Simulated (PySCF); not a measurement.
Compound: C₆H₆FNO (charge +1 and doublet state).
Geometry (GFN2-xTB, Å), atoms numbered from 1 in this order:
```
atom  x, y, z in Å
N1    -3.1491   -1.1087   -0.3732
C2    -2.1302   -0.8080    0.0301
C3    -0.7875   -0.4078    0.4404
C4    -0.6761    1.0555    0.5720
C5     0.3838    1.7286    0.0026
O6     1.4335    1.1555   -0.5031
C7     1.5851   -0.2451   -0.3122
F8     2.0110   -0.4110    0.9682
C9     0.2730   -0.9945   -0.5076
H10   -0.6901   -0.8463    1.4561
H11   -1.4488    1.6002    1.0945
H12    0.4113    2.8139   -0.0579
H13    2.3888   -0.5714   -0.9842
H14    0.4387   -2.0534   -0.2994
H15   -0.0478   -0.8998   -1.5483
```

The hyperfine couplings belong to this conformer and change with its torsions.

Identity: `N#C[C@@H]1[CH+][CH]O[C@@H](F)C1` [radical] (charge +1).

Method: PySCF, UKS B3LYP, pcH-1 on C F H N O, non-relativistic, mean-field spin-orbit, GIAO. Isolated species at its GFN2-xTB geometry (one conformer only). The geometry wasn't refined by DFT: couplings that depend on bond lengths, twists or pyramidal angles can differ widely from those at the functional's own minimum, by a factor of two or more for some ions and for spin on atoms past the first row. Stability of the SCF solution: not tested.

Question: Match the computed a_iso(13C) values +41.3, +23.7, -19.6, -10.5, -2.9 MHz with the sites C2; C3; C4; C5; C7.

Answer: 
```json
{"site": "C2", "a_iso (MHz)": "+23.7", "ρ(0) (bohr⁻³)": "+0.0211", "position": "2 bonds from C4", "distance from C4 (Å)": "2.43", "spin population": "+0.01", "largest |T| (MHz)": "5.1"}
{"site": "C3", "a_iso (MHz)": "-19.6", "ρ(0) (bohr⁻³)": "-0.0175", "position": "1 bond from C4", "distance from C4 (Å)": "1.47", "spin population": "-0.04", "largest |T| (MHz)": "5.3"}
{"site": "C4", "a_iso (MHz)": "+41.3", "ρ(0) (bohr⁻³)": "+0.0367", "position": "largest spin population", "distance from C4 (Å)": "0.00", "spin population": "+0.59", "largest |T| (MHz)": "95.6"}
{"site": "C5", "a_iso (MHz)": "-10.5", "ρ(0) (bohr⁻³)": "-0.0093", "position": "1 bond from C4", "distance from C4 (Å)": "1.38", "spin population": "+0.16", "largest |T| (MHz)": "32.7"}
{"site": "C7", "a_iso (MHz)": "-2.9", "ρ(0) (bohr⁻³)": "-0.0026", "position": "3 bonds from C4", "distance from C4 (Å)": "2.75", "spin population": "-0.01", "largest |T| (MHz)": "1.6"}
```

ρ(0) is the spin density at the nucleus and T the dipolar tensor. The largest Mulliken spin populations are on C4 (+0.59), O6 (+0.22) and C5 (+0.16). Three atoms exceed +0.15. The angles at C4 add up to 360.0°, so it is planar.

C5, the radical centre as drawn in `N#C[C@@H]1[CH+][CH]O[C@@H](F)C1`, holds a spin population of +0.16 out of 1.
